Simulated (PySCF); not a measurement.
# NMR data sheet: C₅H₇FSi₂

```yaml
Formula: C5H7FSi2
SMILES: CC#C[SiH2]C#C[SiH2]F
Point_group_of_the_computed_structure: C1
Degrees_of_unsaturation: 4
Carbon_signals: 5
Proton_signals: 3
```

Structure with atom numbers: `[CH3:1][C:2]#[C:3][SiH2:4][C:5]#[C:6][SiH2:7][F:8]`. Hydrogens are named by the atom that carries them.

No solvent model, one computed conformer, non-relativistic, equivalent nuclei averaged. GIAO PBE0/pcSseg-1 shieldings; coordinates at the GFN2-xTB level; PySCF 2.14.0 with density-fitted response routines.

Shifts are taken against calculated references (same method and geometry level): TMS for 1H and 13C and 29Si; 19F against CFCl3.

| carbon | δC, type | δH (multiplicity) | HMBC from (2–3 bonds) | span of the C tensor (ppm) |
| --- | --- | --- | --- | --- |
| C1 | 6.2, CH3 | 2.10 (s) | – | 25 |
| C2 | 115.0, C | – | H(Si4), H(C1) | 290 |
| C3 | 78.1, C | – | H(Si4), H(C1) | 244 |
| C5 | 117.1, C | – | H(Si7), H(Si4) | 282 |
| C6 | 114.0, C | – | H(Si7), H(Si4) | 288 |

Other nuclei:
| atoms | nucleus | environment | δ (ppm) | σ (ppm) |
| --- | --- | --- | --- | --- |
| H(Si7) | 1H | hydrogen on a silicon bonded to C, F | 5.15 | 26.57 |
| H(Si4) | 1H | hydrogen on a silicon bonded to 2 C | 4.79 | 26.93 |
| F8 | 19F | fluorine bonded to Si | -217.3 | 388.2 |
| Si7 | 29Si | silicon bonded to C, F, 2 H | -30.5 | 379.7 |
| Si4 | 29Si | silicon bonded to 2 C, 2 H | -94.2 | 443.4 |

1. Carbon types of the structure: 4 × C, 1 × CH3, leaving 4 H on heteroatoms.
2. δC 117.1, 115.0, 114.0, 78.1: alkyne carbon.
3. δC 6.2: propargylic methyl carbon; a saturated carbon with 1 carbon neighbour and no heteroatom attached.
4. δH 5.15: hydrogen on a silicon bonded to C, F.
5. δH 4.79: hydrogen on a silicon bonded to 2 C.
6. δH 2.10: hydrogen on a propargylic methyl carbon.

Splittings by 19F in the carbon and heteronuclear signals aren't shown, as no couplings were computed. Shifts are as computed. Against solution values, carbons near 30 ppm lie about +3 ppm off and those near 130 ppm about +5 ppm. Of 1309 compounds with measured shifts, 239 miss one by over three times the rms of a fit or turn the order of signals round; such compounds aren't used in these exercises. Unscaled 19F shifts against computed CFCl3 carry errors that often reach 10 to 50 ppm. Multiplicities follow the n + 1 count of equivalent neighbours, as no J values were calculated; m marks all less simple cases, F and P coupling included.
